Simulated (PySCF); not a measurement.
C5H9N.

```xyz
15

C      2.1364    -0.5997     0.7748
C      1.5539    -0.3436    -0.4083
N      0.4509     0.4696    -0.6304
C     -0.7224     0.2607    -0.1719
C     -1.1573    -0.9488     0.6240
C     -1.7932     1.2844    -0.4469
H      1.7243    -0.2117     1.7102
H      3.0701    -1.1635     0.8229
H      2.0266    -0.7005    -1.3334
H     -1.3746    -0.6581     1.6660
H     -2.0944    -1.3544     0.2091
H     -0.3893    -1.7324     0.6409
H     -2.2332     1.6474     0.4978
H     -2.6175     0.8364    -1.0281
H     -1.3729     2.1315    -1.0037
```

The structure is a stationary point at B3LYP-D3(BJ)/def2-SVP. The values are those of a single conformer.

The numbers are results of PBE/pcSseg-1 run with PySCF, not measurements. Non-relativistic, no solvent.

Computed absolute GIAO shielding of each atom: isotropic value and principal components (ppm):
```csv
atom,σ(iso),σ11,σ22,σ33,span
C1,82.7,2.5,89.5,155.9,153.4
C2,29.0,-77.9,47.6,117.3,195.2
N3,-116.4,-372.1,-122.2,145.1,517.3
C4,12.8,-65.7,-18.3,122.3,188.0
C5,161.0,139.0,161.1,183.0,44.0
C6,148.8,128.8,134.1,183.3,54.4
H7,27.2,24.4,26.6,30.5,6.1
H8,26.9,24.7,26.5,29.4,4.7
H9,24.2,22.6,23.3,26.6,4.0
H10,29.6,27.0,27.3,34.6,7.6
H11,29.7,26.2,28.8,34.0,7.8
H12,28.4,23.5,29.2,32.5,8.9
H13,29.2,26.3,28.3,33.0,6.7
H14,29.2,26.5,28.0,33.1,6.6
H15,29.2,26.1,27.6,33.9,7.8
```
